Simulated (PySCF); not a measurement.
# Atomic charges by several schemes

C3H9NOSi.
Geometry (GFN2-xTB, Å), atoms numbered from 1 in this order:
```xyz
15
C3H9NOSi angstrom
N     -3.0014    0.7927    0.1602
C     -1.8007    0.5965    0.4542
C     -1.0830   -0.7131    0.6134
C      0.1982   -0.7401   -0.2243
O      1.0899    0.2231    0.2431
Si     2.5273    0.6731   -0.3550
H     -3.5534   -0.0539    0.0149
H     -1.1846    1.4762    0.6147
H     -0.8070   -0.8283    1.6650
H     -1.7278   -1.5462    0.3217
H      0.6603   -1.7342   -0.1583
H     -0.0431   -0.5508   -1.2784
H      2.3980    1.1798   -1.7248
H      3.4602   -0.4585   -0.3805
H      2.8629    1.6916    0.6237
```

Density: PBE0/pcSseg-1 (PySCF); schemes: Mulliken, IAO, Hirshfeld and ESP-fitted. Isolated species at its GFN2-xTB geometry (one conformer only).

Do the Mulliken, IAO, Hirshfeld and ESP-fitted schemes agree on where the charge is highest?

All schemes agree: Mulliken Si6 (+0.706); IAO Si6 (+0.877); Hirshfeld Si6 (+0.386); ESP-fitted Si6 (+0.603).

For which atoms does the sign change between the 4 schemes (beyond +0.03 e in one, beyond −0.03 e in another)?

C4. Atomic charges aren't observables, and each scheme defines them in its own way.

Tabulate the Mulliken, IAO, Hirshfeld and ESP-fitted charges.

In e:

| atom | environment | Mulliken | IAO | Hirshfeld | ESP-fitted |
| --- | --- | --- | --- | --- | --- |
| N1 | imine nitrogen | -0.345 | -0.430 | -0.242 | -0.795 |
| C2 | imine carbon | +0.025 | +0.048 | +0.052 | +0.457 |
| C3 | chain CH2 carbon | -0.229 | -0.303 | -0.076 | -0.267 |
| C4 | sp3 carbon bound to oxygen | +0.072 | -0.039 | +0.015 | +0.251 |
| O5 | silyl ether oxygen | -0.642 | -0.646 | -0.216 | -0.467 |
| Si6 | oxygen-bound silicon | +0.706 | +0.877 | +0.386 | +0.603 |
| H7 | N–H hydrogen | +0.152 | +0.234 | +0.103 | +0.376 |
| H8 | hydrogen on a C=N carbon | +0.124 | +0.148 | +0.044 | +0.026 |
| H9 | methylene hydrogen | +0.148 | +0.161 | +0.051 | +0.089 |
| H10 | methylene hydrogen | +0.117 | +0.139 | +0.047 | +0.061 |
| H11 | methylene hydrogen | +0.117 | +0.127 | +0.040 | +0.024 |
| H12 | methylene hydrogen | +0.112 | +0.123 | +0.037 | +0.015 |
| H13 | Si–H hydrogen | -0.121 | -0.155 | -0.083 | -0.129 |
| H14 | Si–H hydrogen | -0.124 | -0.157 | -0.084 | -0.132 |
| H15 | Si–H hydrogen | -0.110 | -0.126 | -0.074 | -0.110 |

Mean size of the charges over all atoms: ESP-fitted 0.253 e, IAO 0.248 e, Mulliken 0.210 e, Hirshfeld 0.103 e. Each set sums to the total charge, 0, to within 0.001 e. The ESP scheme fits charges at the nuclei, held to the total charge, to the electrostatic potential on points at 1.4 to 2.0 times the van der Waals radii. The Mulliken scheme counts on each atom the diagonal of the density matrix times the overlap matrix over that atom's basis functions.

How closely do the schemes follow one another over all atoms?

Correlation coefficient and root-mean-square difference: Mulliken with IAO 0.99, 0.066 e; IAO with Hirshfeld 0.98, 0.199 e; Mulliken with Hirshfeld 0.96, 0.155 e; Hirshfeld with ESP-fitted 0.89, 0.225 e; IAO with ESP-fitted 0.84, 0.194 e; Mulliken with ESP-fitted 0.83, 0.191 e.

How many electrons does the Mulliken scheme count on N1?

Z − q = 7 − (-0.345) = 7.345.

Sum the charges by element, for elements with more than one atom.

| element | atoms | Mulliken | IAO | Hirshfeld | ESP-fitted |
| --- | --- | --- | --- | --- | --- |
| C | 3 | -0.132 | -0.294 | -0.009 | +0.441 |
| H | 9 | +0.413 | +0.494 | +0.081 | +0.220 |
